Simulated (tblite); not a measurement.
A geometry optimisation, step by step.

Species: C6H8BrGeN.
SMILES with atom numbers: `[CH3:1][CH2:2][C:3]1=[C:4]([GeH2:5][C:6]#[N:7])[C@H:8]1[Br:9]` (hydrogens: H10, H11, H12 on C1; H13, H14 on C2; H15, H16 on Ge5; H17 on C8)

Computed with GFN2-xTB (tblite), gas phase: L-BFGS steps from a force-field or distance-geometry start until the largest atomic force falls under 0.01 eV/Å. 12 of its 237 geometries are shown.

Step 0: E = -698.6784 eV, largest atomic force 5.422 eV/Å
```
atom  x, y, z in Å  |  force x, y, z in eV/Å
C1     -2.338   -0.801    0.268   -0.791  -0.148   0.450
C2     -1.616   -0.296   -0.978    1.076   0.246   0.186
C3     -0.445    0.553   -0.572    2.366  -2.742   2.517
C4      0.804    0.741    0.116   -2.884  -4.586   0.216
Ge5     2.211    0.037    1.233   -0.221   0.883   0.475
C6      3.010   -1.436    0.346    0.801  -1.445  -0.797
N7      3.506   -2.332   -0.192   -0.688   1.207   0.715
C8      0.232    1.784   -0.598   -1.208   4.613  -0.551
Br9     1.122    2.106   -2.285    0.387   1.224  -1.065
H10    -2.739    0.059    0.862    0.371  -0.761  -0.443
H11    -3.206   -1.436   -0.041    0.722   0.500   0.302
H12    -1.669   -1.406    0.907   -0.344   0.367  -0.331
H13    -2.309    0.292   -1.593    0.262  -0.100   0.029
H14    -1.233   -1.168   -1.556   -0.244   0.522   0.230
H15     1.619   -0.416    2.584    0.207   0.050  -0.513
H16     3.271    1.144    1.476   -0.399  -0.532  -0.159
H17    -0.228    2.587    0.015    0.586   0.704  -1.262
```

Step 21: E = -699.8059 eV, largest atomic force 0.048 eV/Å
```
atom  x, y, z in Å  |  force x, y, z in eV/Å
C1     -2.348   -0.820    0.286    0.006  -0.005  -0.013
C2     -1.573   -0.307   -0.931    0.001   0.005   0.003
C3     -0.413    0.486   -0.510    0.015   0.021   0.008
C4      0.713    0.632    0.161   -0.043   0.021   0.006
Ge5     2.161    0.026    1.257    0.004  -0.009  -0.020
C6      2.993   -1.449    0.366    0.003  -0.007  -0.017
N7      3.494   -2.323   -0.177   -0.019  -0.002   0.014
C8      0.226    1.809   -0.626   -0.039  -0.011   0.016
Br9     1.131    2.307   -2.312    0.015   0.002  -0.004
H10    -2.736    0.013    0.869    0.022  -0.023  -0.001
H11    -3.183   -1.433   -0.041    0.007  -0.004   0.005
H12    -1.701   -1.421    0.922   -0.002   0.014  -0.006
H13    -2.222    0.307   -1.560    0.000  -0.019   0.002
H14    -1.224   -1.159   -1.524    0.004   0.015   0.017
H15     1.663   -0.472    2.578   -0.011  -0.004  -0.001
H16     3.180    1.108    1.401    0.015   0.006   0.010
H17    -0.169    2.707   -0.169    0.023  -0.001  -0.019
```

Step 43: E = -699.8119 eV, largest atomic force 0.072 eV/Å
```
atom  x, y, z in Å  |  force x, y, z in eV/Å
C1     -2.291   -0.856    0.296    0.013  -0.010   0.008
C2     -1.550   -0.296   -0.919   -0.022   0.015  -0.007
C3     -0.425    0.540   -0.494    0.036  -0.052  -0.035
C4      0.686    0.705    0.194    0.045   0.018   0.010
Ge5     2.126    0.044    1.265    0.022  -0.017   0.026
C6      2.885   -1.457    0.349    0.004   0.013  -0.013
N7      3.344   -2.352   -0.197   -0.018  -0.008   0.001
C8      0.223    1.852   -0.646   -0.013   0.009  -0.017
Br9     1.175    2.278   -2.330   -0.012   0.002   0.019
H10    -2.695   -0.049    0.903   -0.012  -0.001  -0.021
H11    -3.110   -1.494   -0.027    0.005   0.002   0.000
H12    -1.613   -1.442    0.912    0.017  -0.026   0.006
H13    -2.224    0.294   -1.542   -0.063  -0.009  -0.021
H14    -1.159   -1.123   -1.521   -0.023   0.009   0.009
H15     1.599   -0.479    2.567    0.029   0.038   0.010
H16     3.197    1.077    1.417   -0.035  -0.029   0.027
H17    -0.176    2.768   -0.235    0.023   0.046  -0.002
```

Step 64: E = -699.8217 eV, largest atomic force 0.077 eV/Å
```
atom  x, y, z in Å  |  force x, y, z in eV/Å
C1     -2.157   -0.938    0.311    0.031  -0.008  -0.007
C2     -1.536   -0.259   -0.911   -0.013  -0.003  -0.002
C3     -0.418    0.603   -0.513    0.004   0.020   0.028
C4      0.676    0.790    0.199   -0.032   0.024  -0.004
Ge5     2.063    0.080    1.312   -0.020   0.002  -0.011
C6      2.665   -1.464    0.356    0.032  -0.069  -0.010
N7      2.981   -2.390   -0.238    0.005   0.018   0.022
C8      0.248    1.903   -0.703   -0.018  -0.005   0.036
Br9     1.250    2.255   -2.373    0.008  -0.013  -0.012
H10    -2.609   -0.201    0.972    0.028  -0.020  -0.032
H11    -2.924   -1.643    0.000    0.023   0.026  -0.002
H12    -1.390   -1.478    0.864   -0.006  -0.013   0.014
H13    -2.288    0.317   -1.455    0.016   0.032   0.012
H14    -1.141   -1.025   -1.589   -0.023   0.009   0.001
H15     1.505   -0.407    2.615    0.008   0.028  -0.010
H16     3.208    1.026    1.480   -0.032  -0.012  -0.011
H17    -0.140    2.844   -0.338   -0.010  -0.015  -0.012
```

Step 86: E = -699.8463 eV, largest atomic force 0.106 eV/Å
```
atom  x, y, z in Å  |  force x, y, z in eV/Å
C1     -1.919   -1.087    0.252   -0.020   0.043   0.007
C2     -1.616   -0.132   -0.901   -0.014   0.010   0.021
C3     -0.479    0.711   -0.531   -0.008  -0.006  -0.018
C4      0.598    0.873    0.211    0.020   0.008  -0.008
Ge5     1.947    0.107    1.333    0.037   0.006  -0.007
C6      2.410   -1.562    0.514    0.055  -0.060  -0.028
N7      2.705   -2.546    0.009   -0.064   0.068   0.051
C8      0.265    1.958   -0.762    0.025   0.002  -0.023
Br9     1.355    2.151   -2.406   -0.020   0.003  -0.006
H10    -2.324   -0.526    1.093    0.025  -0.062   0.019
H11    -2.641   -1.843   -0.042    0.013   0.001  -0.021
H12    -0.997   -1.577    0.572   -0.078  -0.038  -0.020
H13    -2.485    0.487   -1.145    0.017  -0.020   0.020
H14    -1.352   -0.694   -1.803    0.022   0.002   0.011
H15     1.438   -0.198    2.709   -0.034   0.012  -0.025
H16     3.177    0.953    1.357    0.006   0.018   0.007
H17    -0.089    2.937   -0.473    0.017   0.013   0.019
```

Step 107: E = -699.8772 eV, largest atomic force 0.117 eV/Å
```
atom  x, y, z in Å  |  force x, y, z in eV/Å
C1     -1.844   -1.217    0.116    0.012  -0.025   0.002
C2     -1.688   -0.025   -0.827   -0.029  -0.021   0.078
C3     -0.492    0.751   -0.497    0.023  -0.009   0.025
C4      0.651    0.866    0.149   -0.034   0.008  -0.034
Ge5     1.978    0.162    1.334   -0.013   0.005  -0.020
C6      2.386   -1.615    0.752    0.021  -0.081  -0.059
N7      2.633   -2.671    0.382   -0.046   0.093   0.055
C8      0.289    1.960   -0.803   -0.031  -0.004   0.002
Br9     1.215    2.093   -2.551    0.005   0.003   0.036
H10    -2.035   -0.874    1.131   -0.005   0.012  -0.014
H11    -2.668   -1.855   -0.195    0.023   0.074  -0.012
H12    -0.933   -1.813    0.127    0.018   0.001  -0.037
H13    -2.568    0.626   -0.774    0.021  -0.021  -0.034
H14    -1.592   -0.364   -1.863   -0.018  -0.007   0.002
H15     1.418    0.065    2.718    0.005  -0.016   0.036
H16     3.232    0.968    1.280    0.037   0.016   0.000
H17     0.010    2.957   -0.488    0.010  -0.027  -0.027
```

Step 129: E = -699.8878 eV, largest atomic force 0.035 eV/Å
```
atom  x, y, z in Å  |  force x, y, z in eV/Å
C1     -1.717   -1.295    0.021    0.000  -0.021   0.009
C2     -1.699    0.000   -0.783   -0.001  -0.006  -0.028
C3     -0.504    0.785   -0.479   -0.007  -0.008   0.003
C4      0.629    0.924    0.179    0.008   0.016   0.014
Ge5     1.956    0.221    1.366    0.008   0.006  -0.011
C6      2.192   -1.609    0.857    0.008   0.032  -0.009
N7      2.312   -2.699    0.528   -0.003  -0.033   0.007
C8      0.287    1.976   -0.826    0.031  -0.010  -0.014
Br9     1.260    2.021   -2.553   -0.008   0.006   0.014
H10    -1.736   -1.073    1.087    0.001  -0.026   0.005
H11    -2.595   -1.885   -0.229   -0.005   0.011   0.013
H12    -0.829   -1.889   -0.191   -0.011   0.027   0.001
H13    -2.586    0.604   -0.564   -0.012   0.001  -0.004
H14    -1.714   -0.214   -1.856    0.022   0.013  -0.003
H15     1.463    0.215    2.782   -0.002   0.021  -0.007
H16     3.258    0.940    1.219   -0.013  -0.024  -0.004
H17     0.015    2.990   -0.567   -0.018  -0.005   0.012
```

Step 150: E = -699.8915 eV, largest atomic force 0.078 eV/Å
```
atom  x, y, z in Å  |  force x, y, z in eV/Å
C1     -1.691   -1.341   -0.055    0.003  -0.008   0.004
C2     -1.703    0.006   -0.768    0.009   0.016   0.013
C3     -0.501    0.783   -0.464   -0.015   0.019  -0.025
C4      0.637    0.936    0.185   -0.013  -0.044  -0.002
Ge5     1.989    0.249    1.353   -0.012   0.002   0.013
C6      2.110   -1.626    0.986    0.031  -0.021  -0.068
N7      2.183   -2.738    0.723   -0.025   0.042   0.048
C8      0.271    1.989   -0.809    0.003   0.002   0.018
Br9     1.234    2.062   -2.539   -0.007   0.006  -0.003
H10    -1.581   -1.209    1.020    0.002   0.036   0.003
H11    -2.619   -1.874   -0.244   -0.001  -0.027  -0.015
H12    -0.860   -1.947   -0.409    0.012  -0.020   0.005
H13    -2.582    0.591   -0.471    0.015   0.002  -0.006
H14    -1.766   -0.138   -1.853    0.021   0.024   0.018
H15     1.570    0.390    2.785    0.004   0.014   0.007
H16     3.318    0.881    1.092   -0.022  -0.024  -0.014
H17    -0.017    2.996   -0.540   -0.004  -0.020   0.004
```

Step 172: E = -699.9144 eV, largest atomic force 0.052 eV/Å
```
atom  x, y, z in Å  |  force x, y, z in eV/Å
C1     -1.649   -1.385   -0.117   -0.003   0.021  -0.007
C2     -1.630   -0.056   -0.868    0.003   0.000  -0.015
C3     -0.479    0.763   -0.487   -0.007   0.010   0.005
C4      0.653    0.921    0.170   -0.005  -0.002  -0.007
Ge5     2.104    0.237    1.207   -0.004  -0.012   0.016
C6      1.863   -1.661    1.252    0.003   0.048   0.021
N7      1.701   -2.794    1.276   -0.002  -0.041  -0.005
C8      0.173    2.074   -0.651   -0.017  -0.014   0.018
Br9     1.099    2.505   -2.346   -0.015  -0.014  -0.006
H10    -1.638   -1.209    0.957   -0.005  -0.013  -0.006
H11    -2.546   -1.945   -0.369    0.012   0.000  -0.001
H12    -0.780   -1.987   -0.371    0.016   0.020  -0.002
H13    -2.546    0.510   -0.663    0.017   0.003  -0.018
H14    -1.591   -0.227   -1.950   -0.002   0.011   0.039
H15     2.046    0.740    2.620    0.014  -0.005  -0.037
H16     3.419    0.530    0.558   -0.016   0.003   0.009
H17    -0.205    2.995   -0.228    0.012  -0.015  -0.003
```

Step 193: E = -699.9196 eV, largest atomic force 0.070 eV/Å
```
atom  x, y, z in Å  |  force x, y, z in eV/Å
C1     -1.604   -1.406   -0.182    0.006  -0.015   0.002
C2     -1.647   -0.037   -0.852    0.007   0.011  -0.020
C3     -0.508    0.786   -0.447   -0.004   0.006  -0.030
C4      0.641    0.924    0.184    0.003  -0.004   0.012
Ge5     2.111    0.226    1.183    0.022  -0.002  -0.001
C6      1.788   -1.649    1.388   -0.004  -0.061  -0.008
N7      1.593   -2.773    1.490    0.005   0.069   0.008
C8      0.160    2.086   -0.623   -0.013   0.005   0.011
Br9     1.038    2.496   -2.350   -0.001  -0.001   0.013
H10    -1.611   -1.300    0.901   -0.010   0.005  -0.005
H11    -2.463   -2.001   -0.480   -0.004  -0.003  -0.006
H12    -0.697   -1.938   -0.462   -0.005  -0.001  -0.001
H13    -2.577    0.488   -0.609    0.011   0.006   0.024
H14    -1.618   -0.141   -1.942   -0.001  -0.009   0.013
H15     2.188    0.838    2.549   -0.010   0.001  -0.001
H16     3.390    0.399    0.429    0.002  -0.005   0.000
H17    -0.189    3.013   -0.189   -0.003  -0.003  -0.012
```

Step 215: E = -699.9222 eV, largest atomic force 0.013 eV/Å
```
atom  x, y, z in Å  |  force x, y, z in eV/Å
C1     -1.585   -1.439   -0.258    0.003   0.000   0.001
C2     -1.653   -0.032   -0.841    0.011   0.000  -0.002
C3     -0.510    0.780   -0.427    0.003   0.005  -0.003
C4      0.646    0.916    0.193    0.002   0.001  -0.004
Ge5     2.152    0.219    1.137   -0.005   0.005  -0.004
C6      1.738   -1.607    1.530    0.001   0.008   0.001
N7      1.478   -2.697    1.758   -0.001  -0.012   0.005
C8      0.141    2.092   -0.579   -0.004   0.002  -0.001
Br9     0.995    2.550   -2.307   -0.004   0.003   0.003
H10    -1.598   -1.403    0.829    0.004   0.000   0.001
H11    -2.433   -2.028   -0.598   -0.004  -0.001   0.003
H12    -0.669   -1.937   -0.569    0.002   0.002   0.000
H13    -2.576    0.471   -0.532   -0.003   0.001   0.000
H14    -1.660   -0.070   -1.936   -0.006  -0.001   0.000
H15     2.363    0.940    2.433   -0.004  -0.003   0.002
H16     3.377    0.252    0.281    0.000  -0.005   0.000
H17    -0.214    3.005   -0.122    0.004  -0.005   0.001
```

Step 236: E = -699.9229 eV, largest atomic force 0.006 eV/Å
```
atom  x, y, z in Å  |  force x, y, z in eV/Å
C1     -1.541   -1.454   -0.307    0.001   0.000   0.000
C2     -1.656   -0.028   -0.834   -0.002  -0.002  -0.001
C3     -0.511    0.787   -0.430   -0.001   0.001  -0.002
C4      0.652    0.916    0.176   -0.002  -0.001  -0.001
Ge5     2.153    0.204    1.118    0.000  -0.003   0.000
C6      1.673   -1.579    1.623    0.001  -0.005   0.002
N7      1.377   -2.643    1.923    0.000   0.006  -0.002
C8      0.133    2.102   -0.569    0.000  -0.001   0.002
Br9     0.959    2.594   -2.301    0.000   0.001   0.000
H10    -1.495   -1.457    0.780   -0.001   0.000  -0.002
H11    -2.398   -2.043   -0.622    0.001   0.001   0.001
H12    -0.637   -1.927   -0.684   -0.001   0.001   0.001
H13    -2.574    0.446   -0.470    0.003  -0.001  -0.002
H14    -1.707   -0.025   -1.929    0.000   0.002   0.005
H15     2.424    0.982    2.369    0.000   0.000   0.000
H16     3.358    0.133    0.236    0.001   0.000   0.001
H17    -0.218    3.006   -0.091   -0.001   0.000  -0.002
```

**Question.** Summarise the path.

**Answer.** The energy falls by 1.2446 eV from step 0 to step 236; nine tenths of that is first reached at step 13. It rises by more than 0.2 meV at steps 2 and 127. The largest force goes from 5.422 to 0.006 eV/Å. Among the bonds C3=C4 changes most, from 1.438 to 1.318 Å; the atoms move by 1.368 Å rms after alignment.

The cost below is that of the whole relaxation. On an Arm Neoverse N1 with one thread, no GPU (shared host), this took 3.8 s of wall time.
